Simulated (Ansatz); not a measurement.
Molecule: sum formula AlHCl$_{2}$ (charge 0, singlet). 
Structure (B3LYP-D3(BJ)/def2-TZVP (Ansatz, a quantum-chemistry and plane-wave program) minimum search):
```xyz
4

Cl     1.7940    -0.3221     0.1268
Al     0.0004     0.6802    -0.2572
Cl    -1.7944    -0.3237     0.1174
H      0.0012     2.1366    -0.8077
```
Charge 0, spin multiplicity 1.

Computed values are from Ansatz. Cores are frozen in the correlated levels unless marked. Open shells are spin-unrestricted. Spin-orbit coupling is left out. Non-relativistic. CBS(X,Y): correlation extrapolated as X^-3; Hartree-Fock from the larger set (for Q and 5 zeta extrapolated as (X+1)exp(-9√X)).

```json
{
  "atomisation energy De": "1184.7 kJ/mol at CCSD(T)/CBS(cc-pV(Q+d)Z,cc-pV(5+d)Z)",
  "vertical ionisation energy (to the doublet)": "12.14 eV at CCSD(T)/CBS(aug-cc-pV(T+d)Z,aug-cc-pV(Q+d)Z)",
  "vertical_triplet_singlet_gap": "6.52 eV at CCSD(T)/CBS(aug-cc-pV(T+d)Z,aug-cc-pV(Q+d)Z)",
  "total_energy": "-1162.2993 Eh at CCSD(T)/CBS(cc-pV(Q+d)Z,cc-pV(5+d)Z)",
  "dipole_moment": "1.05 D at CCSD(T)/aug-cc-pV(D+d)Z",
  "T1 diagnostic": "0.008 at CCSD/cc-pV(5+d)Z"
}
```
